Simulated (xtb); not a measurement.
C4H2F2, SMILES C#C/C(F)=C\F. All values are semi-empirical tight-binding results from xtb (GFN2-xTB unless named), good for trends rather than for accurate numbers. Geometry: GFN2-xTB. The structure was generated by enumeration; whether it is a known compound was not checked.

Optimised geometry:

Bonds (Å): C1–C2 1.201, C1–H7 1.049, C2–C3 1.411, C3–F4 1.350, C3–C5 1.333, C5–F6 1.335, C5–H8 1.079. Bond angles (°): C2–C1–H7 178.8, C1–C2–C3 178.8, C2–C3–F4 116.0, C2–C3–C5 126.3, F4–C3–C5 117.7, C3–C5–F6 121.6, C3–C5–H8 124.3, F6–C5–H8 114.0.
Charge 0, spin multiplicity 1.

The point group as xtb finds it is Cs and the orbital gap is 3.98 eV. The dipole moment is 0.70 D and the zero-point energy is 27.7 kcal/mol. The G − E(el) at 298.15 K (modified RRHO) is 9.0 kcal/mol, the static polarisability (D4 model) is 46.8 bohr³ and the solvation energy, GFN2-xTB/ALPB(water) is -2.1 kcal/mol. The solvation energy, GFN2-xTB/ALPB(acetone) comes out as -4.7 kcal/mol.

Computed IR lines (harmonic; lines under 4 % of the strongest left out, lines within 3 cm⁻¹ merged):
ν (cm⁻¹): 261 (w), 297 (w), 663 (m), 689 (w), 776 (w), 810 (w), 1131 (vs), 1156 (vs), 1276 (m), 1686 (w), 2252 (w), 3102 (w), 3395 (w) (against the strongest line: vs over 80 %, s over 45 %, m over 15 %, w over 4 %, vw less)

Computed atomic charges and the Wiberg bond orders between heavy atoms:
charges (e) C1 -0.06, C2 0.00, C3 0.18, F4 -0.21, C5 0.11, F6 -0.19, H7 0.11, H8 0.08. Bond orders C1–C2 2.83, C2–C3 1.11, C3–F4 0.96, C3–C5 1.72, C5–F6 0.99.
